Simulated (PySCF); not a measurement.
PySCF input for CH₄Cl₂OSn, SMILES [Cl][SnH]([O]C)[Cl], PBE-D3(BJ)/def2-SVP. Geometry: PBE-D3(BJ)/def2-SVP. The structure was generated by enumeration; whether it is a known compound was not checked. The def2 effective core potentials stand for the cores of Sn; spin–orbit coupling is left out. Other conformers were not sampled.

```python
import numpy as np
from pyscf import gto, scf, dft, df
from pyscf.hessian import thermo

mol = gto.M(
    atom='''
    Sn    0.51511370   -0.12457163    0.00000000
    Cl   -0.65712445   -0.91600045    1.89383825
    Cl   -0.65712445   -0.91600054   -1.89383821
    O     0.40688949    1.86428198   -0.00000005
    C    -0.86702325    2.49440318   -0.00000006
    H     2.16759241   -0.58341614    0.00000002
    H    -1.46971100    2.24196614   -0.90263855
    H    -0.69460087    3.59140752   -0.00000009
    H    -1.46971099    2.24196619    0.90263844
    ''',
    basis='def2-SVP',
    ecp={'Sn': 'def2-svp'},
    charge=0,
    spin=0,
    max_memory=1600,
    verbose=3,
)
mf = dft.RKS(mol, xc='pbe').density_fit(auxbasis='def2-universal-jkfit')
mf.disp = 'd3bj'
mf.grids.level = 3
mf.conv_tol = 1e-11
mf.max_cycle = 100
mf.kernel()

# [left out here: the lines that compute and print the analytic Hessian (its translational invariance restored by hand, since the grid's response is missing), thermochemistry and intensities]
```

Program output:

```
converged SCF energy = -1249.6248603567

WARN: DFTD3 does not support analytical Hessian, using finite difference


WARN: Mole.unit (angstrom) is changed to Bohr

Mode                                 0                   1                   2
Irrep
Freq [cm^-1]                       42.6805             93.6884            109.3603
Reduced mass [au]                   3.7773              6.1465             25.0418
Force const [Dyne/A]                0.0041              0.0318              0.1765
Char temp [K]                      61.4077            134.7968            157.3452
Normal mode                   x     y     z       x     y     z       x     y     z
       0  Sn                -0.00  0.00 -0.02    0.02 -0.02 -0.00    0.04  0.02 -0.00
       1  Cl                -0.03  0.06 -0.01   -0.02  0.08  0.02   -0.06 -0.02 -0.08
       2  Cl                 0.03 -0.06 -0.01   -0.02  0.08 -0.02   -0.06 -0.02  0.08
       3   O                 0.00  0.00 -0.02   -0.02 -0.03 -0.00    0.01  0.01 -0.00
       4   C                 0.00  0.00  0.19   -0.08 -0.13  0.00   -0.02 -0.04  0.00
       5   H                -0.00  0.00 -0.01    0.01 -0.08  0.00    0.04  0.02  0.00
       6   H                -0.09  0.11  0.22   -0.06 -0.19 -0.00   -0.01 -0.06  0.00
       7   H                 0.00  0.00  0.30   -0.17 -0.12 -0.00   -0.06 -0.03 -0.00
       8   H                 0.09 -0.11  0.22   -0.06 -0.19  0.00   -0.01 -0.06 -0.00
Mode                                 3                   4                   5
Irrep
Freq [cm^-1]                      123.5586            178.4064            250.8697
Reduced mass [au]                   1.1837              3.9695              4.3560
Force const [Dyne/A]                0.0106              0.0744              0.1615
Char temp [K]                     177.7733            256.6871            360.9457
Normal mode                   x     y     z       x     y     z       x     y     z
       0  Sn                -0.00  0.00  0.01    0.00 -0.00  0.02    0.03 -0.03 -0.00
       1  Cl                -0.01 -0.02 -0.00   -0.00 -0.04  0.01   -0.01  0.02 -0.01
       2  Cl                 0.01  0.02 -0.00    0.00  0.04  0.01   -0.01  0.02  0.01
       3   O                 0.00  0.00 -0.08   -0.00 -0.00 -0.20   -0.14 -0.03 -0.00
       4   C                 0.00  0.00  0.03   -0.00 -0.00  0.01   -0.04  0.15  0.00
       5   H                -0.00  0.00  0.02    0.00 -0.00  0.06    0.07  0.12 -0.00
       6   H                -0.27 -0.36  0.32   -0.02  0.23 -0.04   -0.08  0.24 -0.00
       7   H                 0.00  0.00 -0.47   -0.00 -0.00  0.30    0.14  0.12 -0.00
       8   H                 0.27  0.36  0.32    0.02 -0.23 -0.04   -0.08  0.24  0.00
Mode                                 6                   7                   8
Irrep
Freq [cm^-1]                      354.8868            370.1043            511.1452
Reduced mass [au]                  37.8724             43.6115              1.1689
Force const [Dyne/A]                2.8103              3.5197              0.1799
Char temp [K]                     510.6032            532.4977            735.4242
Normal mode                   x     y     z       x     y     z       x     y     z
       0  Sn                -0.03 -0.02 -0.00   -0.00  0.00 -0.05    0.01 -0.01  0.00
       1  Cl                 0.05  0.04 -0.09   -0.05 -0.03  0.08    0.01 -0.00 -0.00
       2  Cl                 0.05  0.04  0.09    0.05  0.03  0.08    0.01 -0.00  0.00
       3   O                -0.00 -0.02  0.00    0.00 -0.00  0.00   -0.00  0.07 -0.00
       4   C                 0.01 -0.01  0.00    0.00 -0.00 -0.00   -0.05  0.05 -0.00
       5   H                -0.03  0.01 -0.00   -0.00 -0.00 -0.01   -0.24 -0.88 -0.00
       6   H                 0.00  0.00  0.00   -0.00  0.00 -0.00   -0.04  0.04 -0.00
       7   H                 0.02 -0.01  0.00    0.00 -0.00 -0.00   -0.05  0.05  0.00
       8   H                 0.00  0.00 -0.00    0.00 -0.00 -0.00   -0.04  0.04  0.00
Mode                                 9                  10                  11
Irrep
Freq [cm^-1]                      526.4959            548.4344           1060.8242
Reduced mass [au]                   1.0308              4.6244              9.6396
Force const [Dyne/A]                0.1684              0.8195              6.3914
Char temp [K]                     757.5104            789.0749           1526.2899
Normal mode                   x     y     z       x     y     z       x     y     z
       0  Sn                 0.00 -0.00 -0.01   -0.00 -0.03 -0.00   -0.00  0.00 -0.00
       1  Cl                 0.01 -0.00 -0.00   -0.00  0.00 -0.00    0.00  0.00 -0.00
       2  Cl                -0.01  0.00 -0.00   -0.00  0.00  0.00    0.00  0.00  0.00
       3   O                -0.00  0.00  0.01    0.06  0.19 -0.00    0.15 -0.10  0.00
       4   C                -0.00  0.00  0.00   -0.05  0.05 -0.00   -0.17  0.09 -0.00
       5   H                -0.00 -0.00  0.98    0.10  0.31 -0.00    0.01  0.04  0.00
       6   H                -0.00 -0.00  0.01   -0.02 -0.04  0.00   -0.11  0.04 -0.01
       7   H                -0.00  0.00 -0.01   -0.23  0.08  0.00   -0.04  0.05  0.00
       8   H                 0.00  0.00  0.01   -0.02 -0.04 -0.00   -0.11  0.04  0.01
Mode                                12                  13                  14
Irrep
Freq [cm^-1]                     1128.5034           1141.6326           1408.4319
Reduced mass [au]                   1.2794              1.3183              1.1173
Force const [Dyne/A]                0.9600              1.0124              1.3058
Char temp [K]                    1623.6652           1642.5552           2026.4199
Normal mode                   x     y     z       x     y     z       x     y     z
       0  Sn                 0.00  0.00  0.00    0.00  0.00 -0.00   -0.00 -0.00  0.00
       1  Cl                 0.00  0.00 -0.00    0.00 -0.00 -0.00    0.00  0.00 -0.00
       2  Cl                -0.00 -0.00 -0.00    0.00 -0.00  0.00    0.00  0.00  0.00
       3   O                -0.00 -0.00  0.05   -0.03 -0.06 -0.00   -0.02  0.02  0.00
       4   C                 0.00  0.00 -0.12    0.06  0.11  0.00   -0.06  0.06  0.00
       5   H                -0.00 -0.00 -0.01   -0.02 -0.03  0.00    0.01  0.01 -0.00
       6   H                -0.53  0.19  0.17    0.14 -0.36  0.08    0.23 -0.44 -0.04
       7   H                -0.00  0.00  0.28   -0.62  0.22 -0.00    0.63 -0.07 -0.00
       8   H                 0.53 -0.19  0.17    0.14 -0.36 -0.08    0.23 -0.44  0.04
Mode                                15                  16                  17
Irrep
Freq [cm^-1]                     1410.1777           1428.0857           1899.5316
Reduced mass [au]                   1.0400              1.0527              1.0164
Force const [Dyne/A]                1.2185              1.2650              2.1608
Char temp [K]                    2028.9317           2054.6974           2733.0030
Normal mode                   x     y     z       x     y     z       x     y     z
       0  Sn                -0.00 -0.00 -0.00    0.00 -0.00 -0.00   -0.01  0.00  0.00
       1  Cl                -0.00  0.00  0.00    0.00  0.00 -0.00   -0.00  0.00 -0.00
       2  Cl                 0.00 -0.00  0.00    0.00  0.00  0.00   -0.00  0.00  0.00
       3   O                -0.00  0.00 -0.01   -0.01 -0.00 -0.00   -0.00 -0.00 -0.00
       4   C                -0.00  0.00 -0.05   -0.06 -0.02 -0.00    0.00  0.00  0.00
       5   H                 0.00  0.00  0.01    0.00  0.00  0.00    0.95 -0.27 -0.00
       6   H                 0.09 -0.48  0.05    0.50  0.19 -0.41    0.00 -0.00  0.00
       7   H                 0.00 -0.00  0.69   -0.19  0.01  0.00   -0.01  0.00 -0.00
       8   H                -0.09  0.48  0.05    0.50  0.19  0.41    0.00 -0.00 -0.00
Mode                                18                  19                  20
Irrep
Freq [cm^-1]                     2916.5139           2991.9544           3031.4020
Reduced mass [au]                   1.0328              1.1068              1.1031
Force const [Dyne/A]                5.1759              5.8374              5.9726
Char temp [K]                    4196.2141           4304.7563           4361.5125
Normal mode                   x     y     z       x     y     z       x     y     z
       0  Sn                -0.00 -0.00  0.00    0.00  0.00  0.00   -0.00  0.00 -0.00
       1  Cl                 0.00  0.00 -0.00    0.00  0.00 -0.00    0.00  0.00 -0.00
       2  Cl                 0.00  0.00  0.00   -0.00 -0.00 -0.00    0.00  0.00  0.00
       3   O                -0.00  0.00  0.00   -0.00 -0.00 -0.00    0.00 -0.00  0.00
       4   C                -0.05  0.01 -0.00   -0.00 -0.00  0.09   -0.03 -0.08 -0.00
       5   H                 0.00  0.00 -0.00   -0.00  0.00  0.00   -0.00  0.00  0.00
       6   H                 0.33  0.15  0.52   -0.35 -0.17 -0.54    0.13  0.05  0.22
       7   H                -0.07 -0.38 -0.00    0.00  0.00  0.02    0.15  0.86 -0.00
       8   H                 0.33  0.15 -0.52    0.35  0.17 -0.54    0.13  0.05 -0.22
temperature 298.1500 [K]
pressure 101325.00 [Pa]
Rotational constants [GHz] 1.69908 1.49539 1.07219
Symmetry number 1
Zero-point energy (ZPE) 0.04904 [Eh]   128758.189 [J/mol]
                           tot       elec      trans        rot        vib
Entropy [J/mol/K]       395.744      0.000    176.107    121.996     97.641
Cv [J/mol/K]            105.406      0.000     12.472     12.472     80.462
Cp [J/mol/K]            113.720      0.000     20.786     12.472     80.462
Internal energy [J/mol]                      3718.434   3718.434 143163.816
Internal energy [Eh]   -1249.56750  -1249.62486
Enthalpy [J/mol]                             6197.391   3718.434 143163.816
Enthalpy [Eh]          -1249.56656
Gibbs free energy [J/mol]                  -46308.844 -32654.651 114052.133
Gibbs free energy [Eh] -1249.61150
mode   freq/cm-1   IR/(km/mol)
   1       42.68         1.051
   2       93.69         7.230
   3      109.36         3.743
   4      123.56         1.897
   5      178.41        15.477
   6      250.87        10.093
   7      354.89        22.623
   8      370.10        59.677
   9      511.15        23.302
  10      526.50        62.903
  11      548.43        80.109
  12     1060.82       154.840
  13     1128.50         0.061
  14     1141.63         2.103
  15     1408.43        12.264
  16     1410.18         4.217
  17     1428.09        16.269
  18     1899.53        76.294
  19     2916.51        69.988
  20     2991.95        28.243
  21     3031.40        16.969
max |gradient| / (hartree/bohr): 8.904651053277121e-05
APT charges: [ 1.7329 -0.516  -0.516  -0.8075  0.449  -0.2432 -0.0328 -0.0337 -0.0328]
```

The calculation finished and met its thresholds.
